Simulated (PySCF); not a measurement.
# Spin-rotation constants: `[BH3-][NH2+]COCF`, C$_{2}$H$_{9}$BFNO

Geometry (Å), atoms numbered from 1 in this order:
```xyz
15

B    -2.300   -0.456    0.135
N    -0.981   -0.241   -0.804
C     0.222    0.070   -0.061
O     1.283    0.153   -0.974
C     2.502    0.439   -0.414
F     2.531    1.716    0.064
H    -3.210   -0.712   -0.642
H    -2.457    0.602    0.733
H    -2.021   -1.393    0.875
H    -1.162    0.506   -1.478
H    -0.826   -1.089   -1.354
H     0.063    1.021    0.470
H     0.385   -0.729    0.682
H     2.729   -0.238    0.434
H     3.253    0.336   -1.211
```

Computed, not measured: GIAO HF/pcSseg-1 magnetisability, rotational g tensor and spin-rotation constants, non-relativistic, gas phase (PySCF 2.14.0). Geometry: PBE0-D3(BJ)/def2-SVP.

**Question.** Give the nuclear spin-rotation constants along the inertial axes (H = +C I·J) beside the isotropic shieldings.

**Answer.** Rotational constants 10.8340, 1.4562, 1.3742 GHz. A star marks the isotopologue with that one atom substituted, in its own axes.
| atom | isotope | Caa (kHz) | Cbb (kHz) | Ccc (kHz) | mean (kHz) | σ (ppm) |
| --- | --- | --- | --- | --- | --- | --- |
| B1 | 11B | 1.384 | 0.205 | 0.202 | 0.597 | 133.0 |
| N2 | 14N | 0.540 | 0.072 | 0.072 | 0.228 | 209.2 |
| F6 | 19F | 2.793 | 1.024 | 0.703 | 1.507 | 385.9 |
| H7 | 1H | -0.139 | -0.101 | -0.089 | -0.110 | 29.6 |
| H8 | 1H | -0.917 | 0.024 | -0.115 | -0.336 | 29.9 |
| H9 | 1H | -0.925 | -0.136 | 0.035 | -0.342 | 29.9 |
| H10 | 1H | -1.254 | -0.171 | 0.035 | -0.463 | 28.6 |
| H11 | 1H | -1.219 | 0.018 | -0.148 | -0.450 | 28.7 |
| H12 | 1H | -1.098 | 0.053 | -0.123 | -0.389 | 27.4 |
| H13 | 1H | -1.090 | -0.165 | 0.067 | -0.396 | 27.9 |
| H14 | 1H | -1.026 | -0.158 | 0.077 | -0.369 | 27.0 |
| H15 | 1H | -0.434 | -0.021 | -0.119 | -0.191 | 26.6 |
| C3 | 13C* | 2.051 | 0.332 | 0.302 | 0.895 | 120.2 |
| O4 | 17O* | -1.153 | -0.140 | -0.167 | -0.487 | 263.9 |
| C5 | 13C* | 2.637 | 0.335 | 0.337 | 1.103 | 100.6 |

For the geometry as given, no vibrational averaging.

**Question.** How do the rotational constants and the g tensor change when H7, H8, H9, H10, H11, H12, H13, H14, H15 are replaced by deuterium?

**Answer.** Constants 8.1384, 1.2530, 1.1921 GHz; g -0.0258, -0.0146, -0.0173, against -0.0349, -0.0174, -0.0205 before.
